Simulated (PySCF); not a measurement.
Compound: C2H4FOPSi.
Numbering: `[O:1]=[P@@H:2]1[C:3]([F:4])=[C:5]1[SiH3:6]`

Cartesian coordinates in Å at the GFN2-xTB level; atoms count from 1:
```
atom  x, y, z in Å
O1    -1.8426   -2.2829   -0.0799
P2    -1.6536   -0.8416    0.0504
C3    -0.8576    0.2430   -1.1177
F4    -0.7540    0.8491   -2.2890
C5    -0.0724    0.0495   -0.0434
Si6    1.6583    0.4592    0.5635
H7    -2.6047   -0.1605    0.7897
H8     1.6277    1.8768    0.9233
H9     2.5796    0.2009   -0.5396
H10    1.9283   -0.3889    1.7202
```

NICS is the negative of the GIAO shielding at a point without a nucleus: at the ring centre (0) and 1 Å above and below it (1); zz is the component along the ring normal. Level: GIAO PBE0/pcSseg-1 (PySCF, non-relativistic, gas phase) on the GFN2-xTB geometry, one conformer.

Ring bond lengths (Å), with Mayer bond orders in brackets: P2–C3 1.782 (0.94), C3–C5 1.345 (1.58), C5–P2 1.817 (0.84).

Problem. Give the NICS values of each ring in ppm.

Solution. 
```csv
ring,type,NICS(0),"NICS(1), two faces","NICS(1)zz, two faces",rms pucker (Å),"centre to ring atoms, mean (Å)"
P2–C3–C5,"3-membered ring with P; formal bonds 1 double, 2 single",-18.9,-9.8 / -6.0,-13.0 / -4.5,0.00,0.95
```

Problem. What can be read from them?

Solution. 
- P2–C3–C5: mean NICS(1)zz -8.8 ppm, shielded. P2 has four or more neighbours; no verdict on aromaticity is drawn. The two faces differ by 8.5 ppm, so no symmetry operation interchanges them. NICS(0) lies 11 ppm below the mean NICS(1).

Problem. At the second NICS(1) probe listed for ring P2–C3–C5, 1 Å off the ring, how large is the induced field along the normal in 9.4 T applied along it?

Solution. NICSzz × B0 = -4.5 ppm × 9.4 T = -42 μT, against the applied field.

Problem. List the ring angles and the Hirshfeld charges of the ring atoms.

Solution. 
- P2–C3–C5: P2 43.9° (+0.385 e), C3 69.5° (+0.036 e), C5 66.7° (-0.155 e); sum 180.0° against 180° for a flat convex ring.

Problem. What are the shieldings of the ring atoms and their hydrogens in the same run (means over atoms taken as equivalent)?

Solution. 
| atoms | environment | σ isotropic (ppm) |
| --- | --- | --- |
| P2 | phosphoryl phosphorus | 414.5 |
| C3 | vinylic C–F carbon | -22.8 |
| C5 | fully substituted alkene carbon | 45.4 |
| H7 | P–H hydrogen | 23.70 |
